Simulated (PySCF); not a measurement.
Computed structure and properties of [Lu(H2O)7]3+

System: [Lu(H2O)7]3+ (singlet in the valence; each metal's 4f electrons, 14 of them, lie in its core potential, out of spins and levels); start: template (C2v). Method: PySCF 2.14.0, RKS r2SCAN, Lu lcecp-1-SVP with ECP60, O def2-SVP, H def2-SVP; non-relativistic Hamiltonian with scalar-relativistic core potentials where named; density fitting; no spin-orbit coupling.

Input of the relaxation:

```python
mol = gto.M(atom='''
Lu     0.00000    -0.00000     0.00000
O      0.00000     0.00000     2.40500
H      0.77000     0.00000     2.99500
H     -0.77000     0.00000     2.99500
O      0.00000    -0.00000    -2.40500
H      0.77000    -0.00000    -2.99500
H     -0.77000    -0.00000    -2.99500
O      2.40500    -0.00000     0.00000
H      2.99500     0.00000     0.77000
H      2.99500    -0.00000    -0.77000
O      0.74320     2.28730    -0.00000
H      0.92550     2.84840     0.77000
H      0.92550     2.84840    -0.77000
O     -1.94570     1.41360    -0.00000
H     -2.42300     1.76040     0.77000
H     -2.42300     1.76040    -0.77000
O     -1.94570    -1.41360     0.00000
H     -2.42300    -1.76040     0.77000
H     -2.42300    -1.76040    -0.77000
O      0.74320    -2.28730     0.00000
H      0.92550    -2.84840     0.77000
H      0.92550    -2.84840    -0.77000''',
    basis={'Lu': 'lcecp-1-SVP', 'O': 'def2-SVP', 'H': 'def2-SVP'},
    ecp={'Lu': 'lcecp-1-SVP'},
    charge=3, spin=0)
mf = dft.RKS(mol, xc='R2SCAN')
mf.grids.atom_grid = (50, 194)  # f atoms: unpruned, at least (60, 302)
mf = mf.density_fit()  # fitting sets: Lu AutoAux, O def2-universal-JKFIT, H def2-universal-JKFIT
mf.conv_tol = 1e-08; mf.max_cycle = 55
mf.kernel(dm0)  # dm0: converged density of the start geometry
# quasi-Newton relaxation in Cartesian coordinates to a largest gradient under 0.00045 Eh/bohr, steps kept in the point group
```

Run from Python with OMP_NUM_THREADS=4; the lines above give its settings. Where DIIS fails, smearing, a level shift and second-order steps follow.
It took 110 s on 4 threads of Intel(R) Xeon(R) 6975P-C (Granite Rapids) (shared host), from the converged density of the start.

Course of the relaxation:

```json
{"step": "0", "energy above end (eV)": "0.1087", "largest force component within the symmetry (eV/Å)": "1.152"}
{"step": "1", "energy above end (eV)": "0.0484", "largest force component within the symmetry (eV/Å)": "0.385"}
{"step": "2", "energy above end (eV)": "0.0156", "largest force component within the symmetry (eV/Å)": "0.140"}
{"step": "3", "energy above end (eV)": "0.0034", "largest force component within the symmetry (eV/Å)": "0.125"}
{"step": "4", "energy above end (eV)": "-0.0007", "largest force component within the symmetry (eV/Å)": "0.043"}
{"step": "5", "energy above end (eV)": "-0.0005", "largest force component within the symmetry (eV/Å)": "0.011"}
{"step": "6", "energy above end (eV)": "-0.0003", "largest force component within the symmetry (eV/Å)": "0.006"}
{"step": "7", "energy above end (eV)": "-0.0001", "largest force component within the symmetry (eV/Å)": "0.007"}
{"step": "8", "energy above end (eV)": "0.0000", "largest force component within the symmetry (eV/Å)": "0.005"}
```

Relaxed geometry (C2v):

```xyz
22

Lu    0.0004    0.0000    0.0000
O    -0.0062    0.0000    2.3123
H     0.7591    0.0000    2.9224
H    -0.7759    0.0000    2.9171
O    -0.0062    0.0000   -2.3123
H     0.7591    0.0000   -2.9224
H    -0.7759    0.0000   -2.9171
O     2.3959    0.0000    0.0000
H     3.0030    0.0000    0.7633
H     3.0030    0.0000   -0.7633
O     0.7378    2.2597    0.0000
H     0.9014    2.8375    0.7685
H     0.9014    2.8375   -0.7685
O    -1.9299    1.4073    0.0000
H    -2.3944    1.7942    0.7654
H    -2.3944    1.7942   -0.7654
O    -1.9299   -1.4073    0.0000
H    -2.3944   -1.7942    0.7654
H    -2.3944   -1.7942   -0.7654
O     0.7378   -2.2597    0.0000
H     0.9014   -2.8375    0.7685
H     0.9014   -2.8375   -0.7685
```

```tsv
contact	Å
Lu1–O2 (H2O)	2.312
Lu1–O5 (H2O)	2.312
Lu1–O8 (H2O)	2.395
Lu1–O11 (H2O)	2.377
Lu1–O14 (H2O)	2.389
Lu1–O17 (H2O)	2.389
Lu1–O20 (H2O)	2.377
```

On the finer grid (75, 302):

The HOMO is -19.42 eV and the LUMO is -13.28 eV. The dipole about the centre of mass is 0.00 D and the set of Mulliken populations of Lu1 outside the core potential is s 2.29, p 6.47, d 1.12, f 0.05. The D3(BJ) dispersion energy (not in the energies) is -0.146 eV.

```csv
atom,Mulliken (e),Löwdin (e),spin (e)
Lu1,1.07,0.62,0.00
O2,-0.32,0.01,0.00
H3,0.30,0.18,0.00
H4,0.30,0.18,0.00
O5,-0.32,0.01,0.00
H6,0.30,0.18,0.00
H7,0.30,0.18,0.00
O8,-0.31,-0.01,0.00
H9,0.28,0.17,0.00
H10,0.28,0.17,0.00
O11,-0.30,0.00,0.00
H12,0.29,0.17,0.00
H13,0.29,0.17,0.00
O14,-0.30,-0.01,0.00
H15,0.29,0.17,0.00
H16,0.29,0.17,0.00
O17,-0.30,-0.01,0.00
H18,0.29,0.17,0.00
H19,0.29,0.17,0.00
O20,-0.30,0.00,0.00
H21,0.29,0.17,0.00
H22,0.29,0.17,0.00
```

The 4f levels lie in the core potential and are missing.

No frequency check is given for this geometry.

Taking off one H2O (charge 0, singlet; the rest: singlet) in vacuum, both parts rigid, costs 2.70 eV; the small basis without counterpoise inflates it. Parting with an electron moved from the ligand to the metal can be far cheaper, even downhill.

Rigid scan of H2O along the line from its metal:

distance to O2 (Å), energy (eV) and a bar:
```
     2.01      0.477 ##############################
     2.11      0.173 ###########
     2.21      0.033 ##
     2.31      0.000 
     2.41      0.036 ##
     2.51      0.114 #######
     2.71      0.333 #####################
```

One start shape was tried, so this needn't be the lowest isomer.

An lcecp potential fixes the number of 4f electrons, so in runs with it no electron can move into or out of that shell.
